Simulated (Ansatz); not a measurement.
Coupled-cluster run, `Cl[SiH2][S][GeH3]`.

```yaml
crystal:
  periodic: [false, false, false]
  atoms:
    - {symbol: Cl, position_ang: [-1.907821, 1.803014, 2.251860]}
    - {symbol: Si, position_ang: [-1.091288, 0.417428, 0.983886]}
    - {symbol: S, position_ang: [0.217268, 1.428706, -0.340682]}
    - {symbol: Ge, position_ang: [1.201907, -0.422498, -1.109263]}
    - {symbol: H, position_ang: [-2.200522, -0.241531, 0.257227]}
    - {symbol: H, position_ang: [-0.354675, -0.583585, 1.793345]}
    - {symbol: H, position_ang: [1.691366, -0.087949, -2.521346]}
    - {symbol: H, position_ang: [2.369476, -0.803996, -0.189926]}
    - {symbol: H, position_ang: [0.162889, -1.555891, -1.142300]}
basis:
  gaussian: {orbitals: def2-TZVPP}
correlation: {method: ccsd_t}
output: {orbitals: {seedname: orbitals}}
```

```sh
$ ansatz run in.yaml --threads 4 --pin off --events-out ev --progress --plain
```

Output of Ansatz, abridged:

```
Functional definition: HF
1435 factors; integrals over basis functions are off by at most 1.0e-3 eV
mean field evaluation 1: about -87737.8131 eV, gradient 2.0e1 eV
mean field evaluation 2: about -87738.0891 eV, gradient 2.1e1 eV
mean field evaluation 4: about -87739.7396 eV, gradient 3.2e0 eV
mean field evaluation 8: about -87739.7770 eV, gradient 2.4e-1 eV
mean field -87739.77734261 eV, -3224.3773451839 hartree, gradient 3.3e-6 eV, S^2 0.000000; 0 other end points of the search recorded, 0 dependent functions left out
24 core orbitals not correlated: weight in the atoms' cores, before any rotation towards them, 1.000 or more for the frozen orbitals, at most 0.000 for the correlated occupied ones
reference -87739.77734261 eV, -3224.3773451839 hartree; 18, 18 occupied and 202, 202 virtual orbitals, 1435 factors
second order -20.41205822 eV of doubles, -0.00000000 eV of singles
cycle   1  -21.20455901 eV  change   -7.9e-1 eV  update   1.0e-1
cycle   2  -21.84268067 eV  change   -6.4e-1 eV  update   3.0e-2
cycle   3  -21.92139720 eV  change   -7.9e-2 eV  update   1.3e-2
cycle   4  -21.91098231 eV  change    1.0e-2 eV  update   3.0e-3
cycle   5  -21.91030793 eV  change    6.7e-4 eV  update   1.1e-3
cycle   6  -21.91001452 eV  change    2.9e-4 eV  update   3.2e-4
cycle   7  -21.90994856 eV  change    6.6e-5 eV  update   1.1e-4
cycle   8  -21.90997963 eV  change   -3.1e-5 eV  update   3.8e-5
perturbative correction -0.90612518 eV, -0.0332994861 hartree
Total energy: -87762.59344742 eV, -3225.2158215701 hartree
```

It took 82 s on 4 threads of a server CPU on a shared host, with 4.4 GiB of host memory at the peak.

MP2 recovers 89.5 % of the CCSD(T) correlation energy and the triples give 4.0 %; T1 = 0.0107.
